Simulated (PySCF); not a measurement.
Record of a relaxation.

Species: CH5FGeSe.
Atom-mapped SMILES: `[F:1][CH2:2][GeH2:3][SeH:4]` (hydrogens: H5, H6 on C2; H7, H8 on Ge3; H9 on Se4)

Computed by this run: PBE0-D3(BJ)/def2-SVP geometry optimisation, gas phase in PySCF 2.14.0; density fitting, grid level 1; the optimiser is geomeTRIC in internal coordinates, started from a GFN2-xTB structure with every atom displaced at random (about 0.01 Å). The frame can shift and turn from step to step; on so coarse a grid that alone can change the energy by a few meV, and forces under 0.02 eV/Å are noise.

Step 0: E = -125666.8390 eV, largest atomic force 0.858 eV/Å
```
atom  x, y, z in Å  |  force x, y, z in eV/Å
F1     -1.287    1.285    0.375   -0.270   0.489   0.652
C2     -0.869    0.535   -0.684    0.601  -0.002   0.325
Ge3     0.302   -0.885    0.068    0.249   0.606  -0.420
Se4     2.235    0.072    1.049   -0.216  -0.023  -0.144
H5     -0.342    1.201   -1.381    0.211  -0.108  -0.212
H6     -1.750    0.135   -1.177   -0.367  -0.428  -0.388
H7     -0.466   -1.693    1.074   -0.405  -0.276   0.513
H8      0.795   -1.808   -1.025    0.231  -0.286  -0.363
H9      1.438    1.141    1.667   -0.034   0.027   0.038
```

Step 1: E = -125666.8917 eV, largest atomic force 0.255 eV/Å
```
atom  x, y, z in Å  |  force x, y, z in eV/Å
F1     -1.281    1.253    0.441    0.075  -0.107  -0.134
C2     -0.867    0.483   -0.629   -0.121   0.028  -0.087
Ge3     0.368   -0.900    0.039   -0.148  -0.141   0.151
Se4     2.163    0.300    0.968    0.060  -0.014   0.097
H5     -0.349    1.122   -1.364   -0.019   0.021   0.042
H6     -1.751    0.036   -1.120    0.029   0.030   0.064
H7     -0.373   -1.746    1.112    0.149   0.107  -0.177
H8      0.927   -1.808   -1.084   -0.053   0.134   0.098
H9      1.222    1.245    1.600    0.026  -0.057  -0.053
```

Step 2: E = -125666.8993 eV, largest atomic force 0.070 eV/Å
```
atom  x, y, z in Å  |  force x, y, z in eV/Å
F1     -1.290    1.254    0.426    0.000   0.009   0.004
C2     -0.873    0.485   -0.639    0.002   0.005  -0.012
Ge3     0.363   -0.892    0.046   -0.032   0.050   0.020
Se4     2.177    0.271    0.995   -0.007  -0.069   0.013
H5     -0.357    1.129   -1.371    0.005  -0.002  -0.008
H6     -1.755    0.036   -1.128    0.012  -0.019   0.008
H7     -0.369   -1.743    1.099    0.010  -0.004  -0.001
H8      0.922   -1.783   -1.075    0.018   0.005  -0.035
H9      1.243    1.227    1.610   -0.008   0.024   0.010
```

Step 3: E = -125666.9000 eV, largest atomic force 0.043 eV/Å
```
atom  x, y, z in Å  |  force x, y, z in eV/Å
F1     -1.294    1.260    0.420   -0.010   0.023   0.006
C2     -0.873    0.492   -0.643    0.026   0.005   0.019
Ge3     0.357   -0.888    0.046    0.013   0.036  -0.018
Se4     2.178    0.243    1.018   -0.025  -0.026   0.007
H5     -0.355    1.134   -1.374    0.002  -0.002  -0.009
H6     -1.751    0.037   -1.133    0.000  -0.011  -0.003
H7     -0.378   -1.745    1.088   -0.024  -0.028   0.020
H8      0.920   -1.768   -1.082    0.013  -0.004  -0.027
H9      1.256    1.218    1.624    0.004   0.007   0.006
```

Step 4: E = -125666.8999 eV, largest atomic force 0.043 eV/Å
```
atom  x, y, z in Å  |  force x, y, z in eV/Å
F1     -1.295    1.274    0.414   -0.003   0.011  -0.003
C2     -0.868    0.505   -0.646    0.018   0.011   0.037
Ge3     0.349   -0.886    0.043    0.025  -0.009  -0.016
Se4     2.173    0.201    1.053   -0.009   0.016  -0.006
H5     -0.344    1.146   -1.374    0.004  -0.003  -0.007
H6     -1.742    0.048   -1.141   -0.007   0.004  -0.008
H7     -0.400   -1.755    1.066   -0.027  -0.022   0.001
H8      0.917   -1.750   -1.096    0.000  -0.003  -0.005
H9      1.270    1.201    1.645   -0.002  -0.005   0.006
```

Step 5: E = -125666.9001 eV, largest atomic force 0.025 eV/Å
```
atom  x, y, z in Å  |  force x, y, z in eV/Å
F1     -1.289    1.281    0.415    0.004   0.002  -0.005
C2     -0.863    0.511   -0.644    0.005   0.011   0.021
Ge3     0.345   -0.888    0.040    0.015  -0.020  -0.002
Se4     2.168    0.188    1.062   -0.003   0.021  -0.003
H5     -0.335    1.150   -1.371    0.003  -0.002  -0.003
H6     -1.738    0.059   -1.142   -0.006   0.011  -0.003
H7     -0.412   -1.764    1.054   -0.013  -0.011  -0.010
H8      0.915   -1.745   -1.104   -0.003   0.000   0.003
H9      1.268    1.192    1.653   -0.002  -0.011   0.002
```

Task: Summarise the path.

Result: The energy falls by 5.89 kJ/mol from step 0 to step 5; nine tenths of that is first reached at step 2. It never rises by more than 0.2 meV. The largest force goes from 0.858 to 0.025 eV/Å. Among the bonds Ge3–H7 changes most, from 1.501 to 1.539 Å; the atoms move by 0.068 Å rms after alignment.

What follows is the cost of the whole optimisation. On one thread of an Arm Neoverse V1, no GPU (shared host), this took 41 s of wall time and 0.48 GiB of memory at its peak.
